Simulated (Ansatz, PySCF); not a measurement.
Reaction (SMILES): CN(C)[SiH3] → [SiH3] (SiH3) + C[N]C (the N-Si bond at the site shown breaks; other sites are not compared here)
Geometries: B3LYP-D3(BJ)/def2-TZVP minima from Ansatz (an electronic-structure program).
Geometry of the first species:
```xyz
13

Si    -0.7131    -0.8091    -0.8012
N      0.0627     0.2883     0.2745
C      0.6908     1.5002    -0.2175
H      0.2163     1.8262    -1.1440
H      0.5848     2.3084     0.5148
H      1.7649     1.3700    -0.4139
C      0.5895    -0.1604     1.5498
H      0.4823     0.6268     2.3044
H      0.0418    -1.0356     1.9016
H      1.6554    -0.4257     1.4972
H      0.2051    -1.6924    -1.5785
H     -1.4930    -0.0165    -1.7804
H     -1.5950    -1.6897     0.0003
```

Quantity: bond dissociation energy (electronic energy difference), in kcal/mol. Valence correlation only, unless marked. Open shells are spin-unrestricted. No spin-orbit coupling. Non-relativistic. CBS marks a two-point X^-3 extrapolation of the correlation energy; Hartree-Fock from the larger set. The bracket is a focal-point correction in the basis named.

```tsv
level	program	bond dissociation energy (kcal/mol)
BLYP-D4/def2-TZVPD	Ansatz + dftd4	86.7
BLYP/def2-TZVPD	Ansatz	81.5
revPBE-D3(BJ)/def2-TZVPD	Ansatz + dftd3	84.7
revPBE/def2-TZVPD	Ansatz	79.6
r2SCAN-D3(BJ)/def2-TZVPD	Ansatz + dftd3	85.2
r2SCAN-D4/def2-TZVPD	Ansatz + dftd4	85.2
B97M-V/def2-TZVPD	Ansatz	89.2
PBE0-D4/def2-TZVPD	Ansatz + dftd4	___
PBE0/def2-QZVPP	Ansatz	___
TPSSh/def2-TZVPD	PySCF	84.7
LC-wPBE-D4/def2-TZVPD	Ansatz + dftd4	91.8
B2GP-PLYP-D4/def2-TZVPD	Ansatz + dftd4	92.9
B2PLYP-D4/def2-TZVPD	Ansatz + dftd4	91.7
SCS-MP2/6-31G	Ansatz	76.3
CCSD/cc-pV(T+d)Z	Ansatz	90.5
RI-MP2/CBS(cc-pV(T+d)Z,cc-pV(Q+d)Z)+[CCSD(T)-MP2]/cc-pV(T+d)Z	Ansatz	___
```

Task: Some entries are withheld; supply them.

Result: 
- PBE0-D4/def2-TZVPD, bond dissociation energy (kcal/mol): 89.0
- PBE0/def2-QZVPP, bond dissociation energy (kcal/mol): 87.1
- RI-MP2/CBS(cc-pV(T+d)Z,cc-pV(Q+d)Z)+[CCSD(T)-MP2]/cc-pV(T+d)Z, bond dissociation energy (kcal/mol): 95.7
